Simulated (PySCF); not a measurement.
## Te²⁶⁺: ionisation energy

Te²⁶⁺ [Ar] 3d8 [3d3/2^4 3d5/2^4, M_J = 4] → Te²⁷⁺ [Ar] 3d7 [3d3/2^4 3d5/2^3, M_J = 9/2], as a difference of total energies. All numbers are calculated (PySCF 2.14, the two-component X2C-1e Hamiltonian, in an even-tempered Gaussian basis (17 s from 3.7 bohr⁻², ratio 2.8; 12 p from 4.8 bohr⁻², ratio 2.8; 8 d from 4.8 bohr⁻², ratio 2.8; 3 f from 20 bohr⁻², ratio 3)). Correlated levels: [Ne] frozen; the 76 highest virtual spinors dropped. "Screened" scales the spin-orbit matrix elements by Boettger's factors to mimic the two-electron term; Breit and QED terms are absent.

```csv
method,ionisation energy (eV)
GHF (spin-free),1459.1
GMP2 (spin-free),1460.3
GHF (screened spin-orbit),1456.1
GMP2 (screened spin-orbit),1457.3
```

Breit and QED terms and the two-electron picture change are absent.

The spin-free rows relax to the high-spin LS determinant and lack the spin-orbit shift.

The labels give the starting determinants; with spin-orbit coupling the two ends relaxed to ⟨J²⟩ = 20.00, ⟨L²⟩ = 12.44, ⟨S²⟩ = 1.91 and ⟨J²⟩ = 24.75, ⟨L²⟩ = 13.88, ⟨S²⟩ = 3.11.

For comparison: 1455 ± 4 eV (theoretical estimate listed by NIST; NIST Atomic Spectra Database, ionization energies).
